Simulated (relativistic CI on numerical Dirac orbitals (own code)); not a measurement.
# Tc3+: 4s photoemission

Computed with this model: Dirac-Coulomb-Breit CI, KLI orbitals optimised for each configuration, QED by a radiative potential, multiplet model of photoemission in the sudden approximation, unscaled Slater integrals; configurations [Kr] 4d4 → [Ar] 3d10 4s 4p6 4d4; 300 K; Lorentzian 2 eV and Gaussian 0.6 eV FWHM. Energies are those of the free ion, without screening or charge transfer. The energies are binding energies and can lie tens of eV above those of solids. Without intra-shell correlation the exchange splitting of an s hole comes out too large, often by half or more. S is read from ⟨S²⟩ = S(S + 1).

Field parameters in Wybourne normalisation: Oh B⁴₀ = 21Dq, B⁴₄ = √(5/14) B⁴₀. The field is a parameter set, without covalency.

Computed curve for Oh, 10Dq = 27050 cm⁻¹, scaled to 100 at the maximum (points under 2 are left out and the grid is thinned):

(Energy (eV), Intensity): (108.2, 2.0), (108.6, 2.2), (108.8, 2.4), (109.2, 2.6), (109.6, 2.9), (109.8, 3.1), (110.2, 3.5), (110.6, 4.0), (110.8, 4.3), (111.2, 4.9), (111.6, 5.8), (111.8, 6.3), (112.2, 7.5), (112.6, 9.2), (112.8, 10.2), (113.2, 12.9), (113.6, 16.9), (114.0, 22.7), (114.2, 26.6), (114.6, 36.9), (115.0, 50.7), (115.2, 59.0), (115.6, 78.2), (116.0, 95.9), (116.2, 100.0), (116.6, 92.5), (117.0, 71.2), (117.2, 60.1), (117.6, 42.5), (118.0, 31.3), (118.2, 27.5), (118.6, 22.6), (119.0, 20.3), (119.2, 20.0), (119.6, 20.8), (120.0, 24.0), (120.2, 26.7), (120.6, 34.4), (121.0, 44.4), (121.2, 48.9), (121.6, 52.5), (122.0, 46.0), (122.2, 40.3), (122.6, 29.1), (123.0, 20.7), (123.4, 15.2), (123.6, 13.3), (124.0, 10.4), (124.4, 8.2), (124.6, 7.4), (125.0, 6.0), (125.4, 5.0), (125.6, 4.5), (126.0, 3.9), (126.4, 3.4), (126.6, 3.1), (127.0, 2.8), (127.4, 2.5), (127.6, 2.3), (128.0, 2.1)

The ground state has S = 1.04, and the centroid lies at 117.94 eV.
